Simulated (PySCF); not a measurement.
Consider `[SiH3]N([SiH3])[SiH3]` (H9NSi3). Coordinates in Å; atoms count from 1 in this order:
```
Si    0.3228    1.6421   -0.4390
N    -0.0001   -0.0027    0.0774
Si   -1.6279   -0.4678    0.5340
Si    1.3058   -1.1708    0.1527
H    -0.4674    1.9995   -1.6559
H    -0.0031    2.6303    0.6335
H     1.7807    1.7251   -0.7566
H    -2.4879    0.7455    0.3852
H    -2.1571   -1.5558   -0.3427
H    -1.6863   -0.9413    1.9502
H     0.7094   -2.4752    0.5724
H     1.9675   -1.3362   -1.1765
H     2.3491   -0.7686    1.1442
```

Level of theory: M06-2X/def2-TZVP single points in PySCF, grid level 3; every species was optimised with PBE0-D3(BJ)/def2-SVP. Zero-point and thermal terms (298.15 K, 1 bar) come from unscaled PBE0-D3(BJ)/def2-SVP harmonic frequencies, with soft modes damped to free rotors in the entropy.

Q: Rank these bonds by dissociation enthalpy, weakest first.
A. Si1–H
B. Si1–N2

A: A (373 kJ/mol), B (458 kJ/mol).

Q: For Si1–H, what are ΔE (electronic) and ΔG(298 K) of the homolysis?

A: ΔE = 393 and ΔG = 338 kJ/mol, beside ΔH = 373 kJ/mol. The radicals are `[SiH2]N([SiH3])[SiH3]` and H•.
